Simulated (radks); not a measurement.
Question: Species: V3+. Configuration: [Ar] 3d2 (the NIST ground configuration). All-electron calculation, scalar-relativistic Kohn-Sham, LDA (Slater exchange, Perdew-Wang correlation), spin-unpolarised, spherical densities, point nucleus. Program: a radial shooting solver on a logarithmic mesh with Libxc functionals. Some entries of the table are withheld. Estimate them.

orbital  occ.  eigenvalue (eV)  <r^2> (bohr^2)
1s          2        -5385.836             (1)
2s          2              (2)          0.1129
2p          6              (3)         0.09286
3s          2        -103.4493             (4)
3p          6              (5)           1.159
3d          2         -37.2179             (6)

Answer: 
(1) 1s <r^2> (bohr^2): 0.005959
(2) 2s eigenvalue (eV): -636.1233
(3) 2p eigenvalue (eV): -537.8350
(4) 3s <r^2> (bohr^2): 1.015
(5) 3p eigenvalue (eV): -77.2734
(6) 3d <r^2> (bohr^2): 1.716
